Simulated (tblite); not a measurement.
C3H9NOSi2.
Atom-mapped SMILES: `[O:1]=[CH:2][N:3]1[SiH2:4][CH2:5][CH2:6][SiH2:7]1` (hydrogens: H8 on C2; H9, H10 on Si4; H11, H12 on C5; H13, H14 on C6; H15, H16 on Si7)

Computed with GFN2-xTB (tblite), gas phase: Langevin dynamics at 200 K from the optimised GFN2-xTB geometry, time step 0.5 fs, friction 0.01 fs⁻¹, 2000 steps. The instantaneous temperature is 2·E(kin)/(3Nk) with all 3N coordinates.

```json
{"t (fs)": "0", "T (K)": "163", "E(pot) above start (eV)": "0.000", "O1=C2 (Å)": "1.210", "C2–N3 (Å)": "1.333", "N3–Si4 (Å)": "1.773", "Si4–C5 (Å)": "1.909", "C5–C6 (Å)": "1.536", "C2–H8 (Å)": "1.103", "O1–C2–N3–Si4 (°)": "0"}
{"t (fs)": "25", "T (K)": "84", "E(pot) above start (eV)": "0.205", "O1=C2 (Å)": "1.217", "C2–N3 (Å)": "1.339", "N3–Si4 (Å)": "1.787", "Si4–C5 (Å)": "1.895", "C5–C6 (Å)": "1.528", "C2–H8 (Å)": "1.141", "O1–C2–N3–Si4 (°)": "11"}
{"t (fs)": "50", "T (K)": "133", "E(pot) above start (eV)": "0.262", "O1=C2 (Å)": "1.225", "C2–N3 (Å)": "1.330", "N3–Si4 (Å)": "1.752", "Si4–C5 (Å)": "1.927", "C5–C6 (Å)": "1.520", "C2–H8 (Å)": "1.098", "O1–C2–N3–Si4 (°)": "14"}
{"t (fs)": "75", "T (K)": "155", "E(pot) above start (eV)": "0.170", "O1=C2 (Å)": "1.218", "C2–N3 (Å)": "1.354", "N3–Si4 (Å)": "1.768", "Si4–C5 (Å)": "1.904", "C5–C6 (Å)": "1.507", "C2–H8 (Å)": "1.118", "O1–C2–N3–Si4 (°)": "-6"}
{"t (fs)": "100", "T (K)": "155", "E(pot) above start (eV)": "0.255", "O1=C2 (Å)": "1.189", "C2–N3 (Å)": "1.370", "N3–Si4 (Å)": "1.779", "Si4–C5 (Å)": "1.885", "C5–C6 (Å)": "1.572", "C2–H8 (Å)": "1.116", "O1–C2–N3–Si4 (°)": "-9"}
{"t (fs)": "125", "T (K)": "157", "E(pot) above start (eV)": "0.331", "O1=C2 (Å)": "1.218", "C2–N3 (Å)": "1.336", "N3–Si4 (Å)": "1.760", "Si4–C5 (Å)": "1.889", "C5–C6 (Å)": "1.586", "C2–H8 (Å)": "1.090", "O1–C2–N3–Si4 (°)": "10"}
{"t (fs)": "150", "T (K)": "179", "E(pot) above start (eV)": "0.368", "O1=C2 (Å)": "1.252", "C2–N3 (Å)": "1.336", "N3–Si4 (Å)": "1.806", "Si4–C5 (Å)": "1.907", "C5–C6 (Å)": "1.547", "C2–H8 (Å)": "1.071", "O1–C2–N3–Si4 (°)": "9"}
{"t (fs)": "175", "T (K)": "178", "E(pot) above start (eV)": "0.317", "O1=C2 (Å)": "1.213", "C2–N3 (Å)": "1.356", "N3–Si4 (Å)": "1.724", "Si4–C5 (Å)": "1.908", "C5–C6 (Å)": "1.502", "C2–H8 (Å)": "1.078", "O1–C2–N3–Si4 (°)": "-10"}
{"t (fs)": "200", "T (K)": "138", "E(pot) above start (eV)": "0.400", "O1=C2 (Å)": "1.186", "C2–N3 (Å)": "1.351", "N3–Si4 (Å)": "1.785", "Si4–C5 (Å)": "1.918", "C5–C6 (Å)": "1.562", "C2–H8 (Å)": "1.084", "O1–C2–N3–Si4 (°)": "-9"}
{"t (fs)": "225", "T (K)": "164", "E(pot) above start (eV)": "0.404", "O1=C2 (Å)": "1.227", "C2–N3 (Å)": "1.352", "N3–Si4 (Å)": "1.763", "Si4–C5 (Å)": "1.897", "C5–C6 (Å)": "1.549", "C2–H8 (Å)": "1.101", "O1–C2–N3–Si4 (°)": "5"}
{"t (fs)": "250", "T (K)": "227", "E(pot) above start (eV)": "0.370", "O1=C2 (Å)": "1.231", "C2–N3 (Å)": "1.342", "N3–Si4 (Å)": "1.794", "Si4–C5 (Å)": "1.954", "C5–C6 (Å)": "1.519", "C2–H8 (Å)": "1.150", "O1–C2–N3–Si4 (°)": "11"}
{"t (fs)": "275", "T (K)": "176", "E(pot) above start (eV)": "0.444", "O1=C2 (Å)": "1.182", "C2–N3 (Å)": "1.356", "N3–Si4 (Å)": "1.785", "Si4–C5 (Å)": "1.890", "C5–C6 (Å)": "1.494", "C2–H8 (Å)": "1.180", "O1–C2–N3–Si4 (°)": "8"}
{"t (fs)": "300", "T (K)": "268", "E(pot) above start (eV)": "0.396", "O1=C2 (Å)": "1.217", "C2–N3 (Å)": "1.328", "N3–Si4 (Å)": "1.756", "Si4–C5 (Å)": "1.943", "C5–C6 (Å)": "1.545", "C2–H8 (Å)": "1.164", "O1–C2–N3–Si4 (°)": "-12"}
{"t (fs)": "325", "T (K)": "209", "E(pot) above start (eV)": "0.423", "O1=C2 (Å)": "1.239", "C2–N3 (Å)": "1.313", "N3–Si4 (Å)": "1.789", "Si4–C5 (Å)": "1.896", "C5–C6 (Å)": "1.574", "C2–H8 (Å)": "1.161", "O1–C2–N3–Si4 (°)": "-13"}
{"t (fs)": "350", "T (K)": "185", "E(pot) above start (eV)": "0.272", "O1=C2 (Å)": "1.177", "C2–N3 (Å)": "1.353", "N3–Si4 (Å)": "1.758", "Si4–C5 (Å)": "1.932", "C5–C6 (Å)": "1.558", "C2–H8 (Å)": "1.174", "O1–C2–N3–Si4 (°)": "2"}
{"t (fs)": "375", "T (K)": "152", "E(pot) above start (eV)": "0.272", "O1=C2 (Å)": "1.202", "C2–N3 (Å)": "1.342", "N3–Si4 (Å)": "1.797", "Si4–C5 (Å)": "1.896", "C5–C6 (Å)": "1.529", "C2–H8 (Å)": "1.156", "O1–C2–N3–Si4 (°)": "5"}
{"t (fs)": "400", "T (K)": "135", "E(pot) above start (eV)": "0.272", "O1=C2 (Å)": "1.233", "C2–N3 (Å)": "1.326", "N3–Si4 (Å)": "1.750", "Si4–C5 (Å)": "1.937", "C5–C6 (Å)": "1.525", "C2–H8 (Å)": "1.151", "O1–C2–N3–Si4 (°)": "-8"}
{"t (fs)": "425", "T (K)": "129", "E(pot) above start (eV)": "0.307", "O1=C2 (Å)": "1.195", "C2–N3 (Å)": "1.328", "N3–Si4 (Å)": "1.792", "Si4–C5 (Å)": "1.907", "C5–C6 (Å)": "1.542", "C2–H8 (Å)": "1.114", "O1–C2–N3–Si4 (°)": "-11"}
{"t (fs)": "450", "T (K)": "161", "E(pot) above start (eV)": "0.278", "O1=C2 (Å)": "1.182", "C2–N3 (Å)": "1.341", "N3–Si4 (Å)": "1.776", "Si4–C5 (Å)": "1.940", "C5–C6 (Å)": "1.556", "C2–H8 (Å)": "1.094", "O1–C2–N3–Si4 (°)": "0"}
{"t (fs)": "475", "T (K)": "210", "E(pot) above start (eV)": "0.350", "O1=C2 (Å)": "1.209", "C2–N3 (Å)": "1.311", "N3–Si4 (Å)": "1.761", "Si4–C5 (Å)": "1.891", "C5–C6 (Å)": "1.540", "C2–H8 (Å)": "1.085", "O1–C2–N3–Si4 (°)": "19"}
{"t (fs)": "500", "T (K)": "177", "E(pot) above start (eV)": "0.409", "O1=C2 (Å)": "1.199", "C2–N3 (Å)": "1.309", "N3–Si4 (Å)": "1.804", "Si4–C5 (Å)": "1.936", "C5–C6 (Å)": "1.536", "C2–H8 (Å)": "1.072", "O1–C2–N3–Si4 (°)": "12"}
{"t (fs)": "525", "T (K)": "203", "E(pot) above start (eV)": "0.360", "O1=C2 (Å)": "1.218", "C2–N3 (Å)": "1.305", "N3–Si4 (Å)": "1.793", "Si4–C5 (Å)": "1.901", "C5–C6 (Å)": "1.516", "C2–H8 (Å)": "1.075", "O1–C2–N3–Si4 (°)": "-10"}
{"t (fs)": "550", "T (K)": "189", "E(pot) above start (eV)": "0.438", "O1=C2 (Å)": "1.205", "C2–N3 (Å)": "1.294", "N3–Si4 (Å)": "1.771", "Si4–C5 (Å)": "1.908", "C5–C6 (Å)": "1.566", "C2–H8 (Å)": "1.071", "O1–C2–N3–Si4 (°)": "-11"}
{"t (fs)": "575", "T (K)": "246", "E(pot) above start (eV)": "0.362", "O1=C2 (Å)": "1.194", "C2–N3 (Å)": "1.311", "N3–Si4 (Å)": "1.802", "Si4–C5 (Å)": "1.920", "C5–C6 (Å)": "1.565", "C2–H8 (Å)": "1.091", "O1–C2–N3–Si4 (°)": "-4"}
{"t (fs)": "600", "T (K)": "217", "E(pot) above start (eV)": "0.331", "O1=C2 (Å)": "1.213", "C2–N3 (Å)": "1.330", "N3–Si4 (Å)": "1.787", "Si4–C5 (Å)": "1.880", "C5–C6 (Å)": "1.562", "C2–H8 (Å)": "1.113", "O1–C2–N3–Si4 (°)": "19"}
{"t (fs)": "625", "T (K)": "186", "E(pot) above start (eV)": "0.363", "O1=C2 (Å)": "1.217", "C2–N3 (Å)": "1.317", "N3–Si4 (Å)": "1.757", "Si4–C5 (Å)": "1.938", "C5–C6 (Å)": "1.537", "C2–H8 (Å)": "1.107", "O1–C2–N3–Si4 (°)": "10"}
{"t (fs)": "650", "T (K)": "211", "E(pot) above start (eV)": "0.388", "O1=C2 (Å)": "1.193", "C2–N3 (Å)": "1.359", "N3–Si4 (Å)": "1.771", "Si4–C5 (Å)": "1.876", "C5–C6 (Å)": "1.535", "C2–H8 (Å)": "1.109", "O1–C2–N3–Si4 (°)": "-11"}
{"t (fs)": "675", "T (K)": "280", "E(pot) above start (eV)": "0.315", "O1=C2 (Å)": "1.192", "C2–N3 (Å)": "1.348", "N3–Si4 (Å)": "1.794", "Si4–C5 (Å)": "1.915", "C5–C6 (Å)": "1.545", "C2–H8 (Å)": "1.079", "O1–C2–N3–Si4 (°)": "-17"}
{"t (fs)": "700", "T (K)": "176", "E(pot) above start (eV)": "0.453", "O1=C2 (Å)": "1.231", "C2–N3 (Å)": "1.339", "N3–Si4 (Å)": "1.750", "Si4–C5 (Å)": "1.915", "C5–C6 (Å)": "1.544", "C2–H8 (Å)": "1.060", "O1–C2–N3–Si4 (°)": "7"}
{"t (fs)": "725", "T (K)": "212", "E(pot) above start (eV)": "0.498", "O1=C2 (Å)": "1.222", "C2–N3 (Å)": "1.359", "N3–Si4 (Å)": "1.786", "Si4–C5 (Å)": "1.907", "C5–C6 (Å)": "1.532", "C2–H8 (Å)": "1.078", "O1–C2–N3–Si4 (°)": "5"}
{"t (fs)": "750", "T (K)": "190", "E(pot) above start (eV)": "0.469", "O1=C2 (Å)": "1.173", "C2–N3 (Å)": "1.366", "N3–Si4 (Å)": "1.745", "Si4–C5 (Å)": "1.901", "C5–C6 (Å)": "1.536", "C2–H8 (Å)": "1.100", "O1–C2–N3–Si4 (°)": "-10"}
{"t (fs)": "775", "T (K)": "192", "E(pot) above start (eV)": "0.525", "O1=C2 (Å)": "1.224", "C2–N3 (Å)": "1.358", "N3–Si4 (Å)": "1.804", "Si4–C5 (Å)": "1.883", "C5–C6 (Å)": "1.569", "C2–H8 (Å)": "1.082", "O1–C2–N3–Si4 (°)": "-14"}
{"t (fs)": "800", "T (K)": "227", "E(pot) above start (eV)": "0.351", "O1=C2 (Å)": "1.231", "C2–N3 (Å)": "1.336", "N3–Si4 (Å)": "1.768", "Si4–C5 (Å)": "1.937", "C5–C6 (Å)": "1.549", "C2–H8 (Å)": "1.087", "O1–C2–N3–Si4 (°)": "-12"}
{"t (fs)": "825", "T (K)": "161", "E(pot) above start (eV)": "0.464", "O1=C2 (Å)": "1.198", "C2–N3 (Å)": "1.338", "N3–Si4 (Å)": "1.755", "Si4–C5 (Å)": "1.925", "C5–C6 (Å)": "1.507", "C2–H8 (Å)": "1.085", "O1–C2–N3–Si4 (°)": "8"}
{"t (fs)": "850", "T (K)": "138", "E(pot) above start (eV)": "0.429", "O1=C2 (Å)": "1.190", "C2–N3 (Å)": "1.376", "N3–Si4 (Å)": "1.821", "Si4–C5 (Å)": "1.919", "C5–C6 (Å)": "1.528", "C2–H8 (Å)": "1.074", "O1–C2–N3–Si4 (°)": "20"}
{"t (fs)": "875", "T (K)": "222", "E(pot) above start (eV)": "0.300", "O1=C2 (Å)": "1.220", "C2–N3 (Å)": "1.351", "N3–Si4 (Å)": "1.749", "Si4–C5 (Å)": "1.953", "C5–C6 (Å)": "1.569", "C2–H8 (Å)": "1.073", "O1–C2–N3–Si4 (°)": "-9"}
{"t (fs)": "900", "T (K)": "202", "E(pot) above start (eV)": "0.332", "O1=C2 (Å)": "1.209", "C2–N3 (Å)": "1.346", "N3–Si4 (Å)": "1.744", "Si4–C5 (Å)": "1.904", "C5–C6 (Å)": "1.544", "C2–H8 (Å)": "1.105", "O1–C2–N3–Si4 (°)": "-29"}
{"t (fs)": "925", "T (K)": "234", "E(pot) above start (eV)": "0.276", "O1=C2 (Å)": "1.175", "C2–N3 (Å)": "1.375", "N3–Si4 (Å)": "1.779", "Si4–C5 (Å)": "1.926", "C5–C6 (Å)": "1.560", "C2–H8 (Å)": "1.125", "O1–C2–N3–Si4 (°)": "-16"}
{"t (fs)": "950", "T (K)": "195", "E(pot) above start (eV)": "0.366", "O1=C2 (Å)": "1.236", "C2–N3 (Å)": "1.344", "N3–Si4 (Å)": "1.773", "Si4–C5 (Å)": "1.888", "C5–C6 (Å)": "1.518", "C2–H8 (Å)": "1.105", "O1–C2–N3–Si4 (°)": "8"}
{"t (fs)": "975", "T (K)": "193", "E(pot) above start (eV)": "0.431", "O1=C2 (Å)": "1.242", "C2–N3 (Å)": "1.334", "N3–Si4 (Å)": "1.771", "Si4–C5 (Å)": "1.931", "C5–C6 (Å)": "1.517", "C2–H8 (Å)": "1.121", "O1–C2–N3–Si4 (°)": "10"}
{"t (fs)": "1000", "T (K)": "236", "E(pot) above start (eV)": "0.341", "O1=C2 (Å)": "1.179", "C2–N3 (Å)": "1.360", "N3–Si4 (Å)": "1.757", "Si4–C5 (Å)": "1.892", "C5–C6 (Å)": "1.524", "C2–H8 (Å)": "1.111", "O1–C2–N3–Si4 (°)": "8"}
```

Problem. From 500 fs on, how do temperature and potential energy compare with equipartition?

Solution. The mean temperature of these 21 frames is 204 K against the target 200 K, and the mean potential energy 0.39 eV against 42 × kT/2 = 0.36 eV for 42 classical harmonic modes. For 16 atoms in a canonical ensemble the temperature itself scatters by T·√(2/(3N)) = 41 K; here its standard deviation is 30 K. The whole run lasts only 10 friction times of 100 fs, so these averages carry a wide statistical error.

Problem. What are the kinetic and total energies of the listed frame with the highest potential energy?

Solution. The one at 775 fs, 0.525 eV above the start. Its kinetic energy is 3NkT/2 = 0.396 eV at 192 K, so the sum is 0.92 eV; over the listed frames the sum runs from 0.34 to 0.95 eV, since the thermostat adds and removes energy.

Problem. How much do the listed bonds fluctuate from 500 fs on?

Solution. 
```tsv
bond	at the start (Å)	mean (Å)	standard deviation (Å)
O1=C2	1.210	1.208	0.020
C2–N3	1.333	1.341	0.023
N3–Si4	1.773	1.775	0.022
Si4–C5	1.909	1.912	0.021
C5–C6	1.536	1.541	0.019
C2–H8	1.103	1.092	0.018
```

The motion is classical and holds no zero-point motion.

What follows is the cost of the whole dynamics run. The run took 14 s wall on one thread, Arm Neoverse V1 (aarch64), shared host with 32 logical CPUs at a one-minute load of 9.2, and the process peaked at 0.17 GiB of memory.
